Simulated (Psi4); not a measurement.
Br3In, triplet, geometry from GFN2-xTB (such geometries of metal compounds can be far from the true shape) (a higher spin typed on purpose: for a closed-shell molecule this is an excited state) (core potentials on In); Psi4 1.11 with PBE/def2-SV(P).

Psi4 was given this input:
```
memory 2 GB

molecule {
0 3
In   -0.31221422    0.34829714    0.72257890
Br   -1.81727600   -1.60136639   -0.49182942
Br    0.13534756    2.03252745   -1.39974133
Br    2.11902836   -0.91877705    0.87996029
}

set {
  basis def2-sv(p)
  reference uks
  level_shift 1.0
}

energy('pbe')
print_variables()
```

What the program printed (banner, timings and long lists left out):

```
   => Loading Basis Set <=

    Name: DEF2-SV(P)
    Role: ORBITAL
    Keyword: BASIS

    !!!  WARNING: ECP capability is in beta. Please check occupations closely.  !!!

         ---------------------------------------------------------
                                   SCF
               by Justin Turney, Rob Parrish, Andy Simmonett
                          and Daniel G. A. Smith
                              UKS Reference
         ---------------------------------------------------------

  ==> Geometry <==

    Molecular point group: c1
    Full point group: C1

    Geometry (in Angstrom), charge = 0, multiplicity = 3:

       Center              X                  Y                   Z               Mass
    ------------   -----------------  -----------------  -----------------  -----------------
         IN          -0.308291595353     0.343921169218     0.713500493037   114.903878776000
         BR          -1.813353375353    -1.605742360782    -0.500907826963    78.918337600000
         BR           0.139270184647     2.028151479218    -1.408819736963    78.918337600000
         BR           2.122950984647    -0.923153020782     0.870881883037    78.918337600000

  Running in c1 symmetry.

  Rotational constants: A =      0.02038  B =      0.02038  C =      0.01197 [cm^-1]
  Rotational constants: A =    610.85329  B =    610.85329  C =    358.91384 [MHz]
  Nuclear repulsion =  885.301634634186257

  Charge       = 0
  Multiplicity = 3
  Electrons    = 126
  Nalpha       = 64
  Nbeta        = 62

  ==> Algorithm <==

  SCF Algorithm Type is DF.
  DIIS enabled.
  MOM disabled.
  Fractional occupation disabled.
  Guess Type is SAD.
  Energy threshold   = 1.00e-06
  Density threshold  = 1.00e-06
  Integral threshold = 1.00e-12

  ==> Primary Basis <==

  Basis Set: DEF2-SV(P)
    Blend: DEF2-SV(P)
    Number of shells: 46
    Number of basis functions: 122
    Number of Cartesian functions: 133
    Spherical Harmonics?: true
    Max angular momentum: 2

  Core potential: DEF2-SV(P)
    Number of shells: 4
    Number of ECP primitives: 18
    Number of ECP core electrons: 28
    Max angular momentum: 3

  ==> DFT Potential <==

   => LibXC <=

    Version 7.1.2
    S. Lehtola, C. Steigemann, M. J. T. Oliveira, and M. A. L. Marques,  SoftwareX 7, 1–5 (2018) (10.1016/j.softx.2017.11.002)

   => Composite Functional: PBE <=

    PBE GGA Exchange-Correlation Functional

    J.P. Perdew et. al., Phys. Rev. Lett., 77(18), 3865-3868, 1996

    Deriv               =              1
    GGA                 =           TRUE
    Meta                =          FALSE

    Exchange Hybrid     =          FALSE
    MP2 Hybrid          =          FALSE

   => Exchange Functionals <=

    1.0000     XC_GGA_X_PBE

   => Correlation Functionals <=

    1.0000     XC_GGA_C_PBE

   => LibXC Density Thresholds  <==

    XC_GGA_C_PBE:  1.00E-12
    XC_GGA_X_PBE:  1.00E-15

   => Molecular Quadrature <=

    Radial Scheme          =       TREUTLER
    Pruning Scheme         =           NONE
    Nuclear Scheme         =       TREUTLER

    Blocking Scheme        =         OCTREE
    BS radius alpha        =              1
    Pruning alpha          =              1
    Radial Points          =             75
    Spherical Points       =            302
    Total Points           =          85186
    Total Blocks           =            742
    Max Points             =            256
    Max Functions          =             96
    Weights Tolerance      =       1.00E-15

   => Loading Basis Set <=

    Name: (DEF2-SV(P) AUX)
    Role: JKFIT
    Keyword: DF_BASIS_SCF

  ==> Integral Setup <==

  SCF_SUBTYPE=INCORE selected. In-core MEM_DF algorithm will be used.
  Using in-core AOs.

  ==> MemDFJK: Density-Fitted J/K Matrices <==

    J tasked:                   Yes
    K tasked:                    No
    wK tasked:                   No
    Algorithm:                 Core
    Schwarz Cutoff:           1E-12
    Mask sparsity (%):      17.0787
[...]
   @DF-UKS iter  15: -7910.57951047846836   -1.60797e-02   8.91385e-05 DIIS
   @DF-UKS iter  16: -7910.57653001561175    2.98046e-03   3.86190e-04 DIIS/ADIIS
   @DF-UKS iter  17: -7910.57875711357519   -2.22710e-03   2.17255e-04 DIIS/ADIIS
   @DF-UKS iter  18: -7910.57864907230214    1.08041e-04   2.27723e-04 DIIS/ADIIS
   @DF-UKS iter  19: -7910.57875395158135   -1.04879e-04   2.15792e-04 DIIS/ADIIS
   @DF-UKS iter  20: -7910.57837683812068    3.77113e-04   2.54991e-04 DIIS/ADIIS
   @DF-UKS iter  21: -7910.57930615198529   -9.29314e-04   1.33599e-04 DIIS/ADIIS
   @DF-UKS iter  22: -7910.57939052772508   -8.43757e-05   1.13357e-04 DIIS/ADIIS
   @DF-UKS iter  23: -7910.57960142576121   -2.10898e-04   4.68309e-05 DIIS
   @DF-UKS iter  24: -7910.57963286015183   -3.14344e-05   2.49446e-05 DIIS
   @DF-UKS iter  25: -7910.57964452140732   -1.16613e-05   2.44430e-06 DIIS
   @DF-UKS iter  26: -7910.57964424844431    2.72963e-07   4.44157e-06 DIIS
   @DF-UKS iter  27: -7910.57964410862496    1.39819e-07   5.11273e-06 DIIS
   @DF-UKS iter  28: -7910.57964450183226   -3.93207e-07   2.50532e-06 DIIS
   @DF-UKS iter  29: -7910.57964459728919   -9.54569e-08   1.17330e-06 DIIS
   @DF-UKS iter  30: -7910.57964461611391   -1.88247e-08   6.57688e-07 DIIS
  Energy and wave function converged.

  ==> Post-Iterations <==

   Electrons on quadrature grid:
      Nalpha   =   63.9999906627 ; deviation = -9.337e-06
      Nbeta    =   61.9999916630 ; deviation = -8.337e-06
      Ntotal   =  125.9999823256 ; deviation = -1.767e-05

   @Spin Contamination Metric:   2.274509885E-03
   @S^2 Expected:                2.000000000E+00
   @S^2 Observed:                2.002274510E+00
   @S   Expected:                1.000000000E+00
   @S   Observed:                1.000000000E+00

    Orbital Energies [Eh]
    ---------------------

    Alpha Occupied:

[...]
      64A     -0.222983

    Alpha Virtual:

[...]
     122A     60.949579

    Beta Occupied:

[...]
    Beta Virtual:

[...]
    Final Occupation by Irrep:
              A
    DOCC [    62 ]
    SOCC [     2 ]
    NA   [    64 ]
    NB   [    62 ]

  @DF-UKS Final Energy: -7910.57964461611391

   => Energetics <=

    Nuclear Repulsion Energy =            885.3016346341862572
    One-Electron Energy =              -12848.3563336319784867
    Two-Electron Energy =                4341.9566936383316715
    DFT Exchange-Correlation Energy =    -289.4816392566538639
    Empirical Dispersion Energy =           0.0000000000000000
    VV10 Nonlocal Energy =                  0.0000000000000000
    Total Energy =                      -7910.5796446161139102

  UHF NO Occupations:
  HONO-2 :   62  A 1.9994153
  HONO-1 :   63  A 1.0000000
  HONO-0 :   64  A 1.0000000
  LUNO+0 :   65  A 0.0005847
  LUNO+1 :   66  A 0.0001346
  LUNO+2 :   67  A 0.0001346
  LUNO+3 :   68  A 0.0000438

Computation Completed

Properties will be evaluated at   0.000000,   0.000000,   0.000000 [a0]

Properties computed using the SCF density matrix

 Multipole Moments:

 ------------------------------------------------------------------------------------
     Multipole            Electronic (a.u.)      Nuclear  (a.u.)        Total (a.u.)
 ------------------------------------------------------------------------------------

 L = 1.  Multiply by 2.5417464519 to convert [e a0] to [Debye]
 Dipole X            :        -17.7325223           17.4539816           -0.2785407
 Dipole Y            :         19.7814367          -19.4711560            0.3102806
 Dipole Z            :         41.0386832          -40.3949529            0.6437304
 Magnitude           :                                                    0.7669732

 ------------------------------------------------------------------------------------

  Variable Map:
  ----------------------------------------------------------------------------
[...]
  Array Variable Map:
  ----------------------------------------------------------------------------
[...]
[...]
```
